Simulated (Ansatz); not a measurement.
A nudged elastic band was laid between two geometries of AlH6NO2 (10 atoms, charge 0, multiplicity 1).

These are results of RKS PBE-D4/def2-SVP in Ansatz 0.2.0, not measurements.

| Item | Value |
| --- | --- |
| movable images | 7 |
| climbing image | yes |
| spring | 5.0 eV/Å² |
| optimiser | quadratic models (default) |
| start path | through a guess of the saddle point |
| force threshold | 0.05 eV/Å |
| iteration limit | 60 |
| end points | relaxed |

First end point:

```xyz
10
Properties=species:S:1:pos:R:3
Al -0.030 -0.058 0.298
H -0.159 -1.007 1.595
O 1.532 0.050 -0.493
H 1.961 -0.720 -0.895
O -1.476 0.232 -0.651
H -2.005 -0.493 -1.014
N 0.073 1.876 0.915
H 0.960 2.242 0.538
H -0.710 2.365 0.457
H 0.037 2.061 1.925
```

Last end point:

```xyz
10
Properties=species:S:1:pos:R:3
Al 0.040 0.625 -0.293
H -0.135 -0.321 2.441
O 1.538 -0.171 -0.572
H 1.630 -1.024 -1.018
O -1.517 0.048 -0.736
H -1.688 -0.820 -1.128
N 0.116 2.240 0.442
H 0.980 2.719 0.698
H -0.696 2.831 0.624
H -0.082 0.419 2.218
```

Problem. What changes between the two ends?

Solution. Bonds broken: Al1–H2, N7–H10. Bonds formed: H2–H10. AlH6NO2 becomes AlH4NO2 + H2.

Problem. What energy profile does the band end with?

Solution. It converged. The highest image is number 4 of 0 to 8, 115.7 kJ/mol above the first end and 45.5 kJ/mol above the last; the last end lies 70.3 kJ/mol above the first. A vibrational analysis at the climbing image gives one clearly imaginary mode, 995i cm⁻¹: a first-order saddle point. The orbitals stay closed-shell, which can raise the energy where a bond breaks towards radicals; this wasn't checked here.

| image | path coordinate (Å) | energy (kJ/mol) | Al1–H2 (Å) | N7–H10 (Å) | H2–H10 (Å) |
| --- | --- | --- | --- | --- | --- |
| 0 | 0.00 | 0.0 | 1.61 | 1.03 | 3.09 |
| 1 | 0.51 | 3.1 | 1.61 | 1.03 | 2.72 |
| 2 | 1.02 | 16.4 | 1.62 | 1.03 | 2.20 |
| 3 | 1.54 | 51.9 | 1.67 | 1.07 | 1.61 |
| 4 | 2.05 | 115.7 | 1.84 | 1.43 | 1.02 |
| 5 | 2.42 | 93.3 | 2.06 | 1.81 | 0.83 |
| 6 | 2.79 | 75.1 | 2.33 | 2.18 | 0.79 |
| 7 | 3.17 | 70.5 | 2.61 | 2.48 | 0.78 |
| 8 | 3.54 | 70.3 | 2.90 | 2.55 | 0.77 |

Problem. What is the geometry of the highest image?

Solution. 
```xyz
10
Properties=species:S:1:pos:R:3
Al 0.027 0.320 0.024
H -0.182 -0.062 1.815
O 1.588 -0.248 -0.429
H 1.733 -0.914 -1.117
O -1.464 0.052 -0.803
H -1.803 -0.833 -1.005
N 0.092 2.034 0.820
H 0.973 2.556 0.896
H -0.695 2.688 0.738
H -0.084 0.952 1.736
```

Problem. What are the harmonic wavenumbers there?

Solution. 995i, 66, 152, 201, 227, 282, 311, 493, 534, 576, 594, 646, 687, 804, 903, 907, 1413, 1445, 1764, 1780, 3441, 3547, 3825, 3838 cm⁻¹.

The run took 3 min on 2 threads of Arm Neoverse V1, with other jobs on the host, peak memory 0.12 GiB.
